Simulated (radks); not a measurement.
Eu41+, configuration [Ar] 3d4.

Method: Dirac Kohn-Sham, exchange-only PBE, spin-unpolarised, spherical densities, finite nucleus; open shells fill j = l - 1/2 first; Fermi nuclear charge, rms radius 5.1115 fm; computed with a radial shooting solver on a logarithmic mesh with Libxc functionals.

Energy parts (hartree):
| part | energy |
|---|---|
| total | -9531.2825 |
| kinetic | 10467.7886 |
| electron-nucleus | -21431.2447 |
| Hartree | 1595.6341 |
| exchange | -163.4605 |

Orbitals (lengths in bohr, moments of r in powers of bohr; r(90%) holds 90 % of the orbital's charge):
orbital  occ.  eigenvalue (hartree)  r(90%)      <r^4>
1s1/2       2             -1857.779  0.0403  1.225e-06
2s1/2       2             -371.6786   0.146  0.0001891
2p1/2       2             -357.3958   0.129  0.0001169
2p3/2       4             -333.3112   0.138  0.0001512
3s1/2       2             -134.6516   0.344   0.005977
3p1/2       2             -128.9425   0.334   0.005233
3p3/2       4             -123.3060   0.349   0.006216
3d3/2       4             -114.3299   0.314   0.004005
3d5/2       0             -113.0295   0.319   0.004222

The highest occupied level is 3d3/2 at -3111.1 eV. The electron density at the nucleus is 5.78e+05 e/bohr^3. Summed over all electrons, <r^2> = 0.7661 bohr^2, which gives a Langevin (diamagnetic) susceptibility term of -0.607 x 10^-6 cm^3/mol. The density falls to 0.001 e/bohr^3 at r = 0.73 bohr. For comparison, the ionisation energy in NIST's Atomic Spectra Database is 3168 eV (theoretical). In exact Kohn-Sham theory the highest level is minus the ionisation energy, but local and semilocal functionals leave it too shallow, through self-interaction and a potential that decays too fast; potentials with the right tail come closer.

Beside tabulated values, note that spin-unpolarised runs miss the spin-polarisation part of the exchange energy of open shells.
